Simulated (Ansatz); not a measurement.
Geometry optimisation, RKS B3LYP/def2-SVP (Ansatz 0.2.0).

The input (input.yaml):

```yaml
crystal:
  periodic: [false, false, false]
  atoms:
    - { symbol: Ge, position_ang: [0.0, 0.0, 0.0] }
    - { symbol: F, position_ang: [0.0, 0.0, 2.03] }
    - { symbol: F, position_ang: [1.5842, 0.0, -0.5594] }
    - { symbol: O, position_ang: [-0.8337, 1.4443, -0.5894] }
    - { symbol: H, position_ang: [-1.7915, 1.2136, -0.8118] }
    - { symbol: F, position_ang: [-0.7913, -1.3709, -0.5594] }
    - { symbol: Cl, position_ang: [1.3153, -1.9973, 0.7946] }
    - { symbol: H, position_ang: [0.6598, -1.0019, 1.915] }
basis:
  gaussian: { orbitals: def2-SVP }
hamiltonian:
  xc: b3lyp
relax:
  f_tol: 0.15
  max_steps: 25
  restrain:
    - { distance: [0, 6], at: 2.22, k: 30.0 }
    - { distance: [7, 1], at: 0.92, k: 30.0 }
    - { distance: [0, 1], at: 2.88, k: 30.0 }
    - { distance: [7, 6], at: 2.57, k: 30.0 }
```

Command:

```bash
$ ansatz run input.yaml --threads 4 --pin off --max-ram 5120MiB --backend cpu --events-out ev --progress --plain --runs-dir out
```

**Question.** Where does it end, and by what steps?

**Answer.** The run converged. The restraints hold the end off the free minimum; the threshold counts their pulls, which the force column leaves out. Restrained pairs: Ge1–Cl7 (2.52 → 2.20 Å), F2–H8 (1.21 → 0.93 Å), Ge1–F2 (2.03 → 2.89 Å), Cl7–H8 (1.64 → 2.57 Å). After 18 steps the energy has fallen by 2.513 eV (the restraints' own energy left out); H5 moved furthest, 1.87 Å.

```csv
step,energy less start (eV),largest force component (eV/Å),accepted
0,0.0000,2.936,yes
1,0.3487,2.721,yes
2,0.3660,3.134,yes
3,-0.4178,1.695,yes
4,-1.1447,0.733,yes
5,-1.4810,1.500,yes
6,-1.7043,0.624,yes
7,-1.9272,0.529,yes
8,-2.0278,0.570,yes
9,-2.0590,0.730,yes
10,-2.0975,1.289,yes
11,-2.1453,1.518,yes
12,-2.2368,1.186,yes
13,-2.3354,0.732,yes
14,-2.4262,0.514,yes
15,-2.4863,0.448,yes
16,-2.4896,0.832,yes
17,-2.5001,0.563,yes
18,-2.5131,0.450,yes
```

```xyz
8
Properties=species:S:1:pos:R:3
Ge 0.355 -0.317 -0.573
F -1.035 -0.276 1.955
F 1.224 -0.151 -2.043
O -0.226 1.267 -0.150
H -0.693 1.216 0.700
F -0.884 -1.470 -0.883
Cl 1.735 -1.224 0.882
H -0.333 -0.756 2.330
```

Time of the run: 44 s on 4 threads of Arm Neoverse V2, on a shared host, peak memory 0.3 GiB.
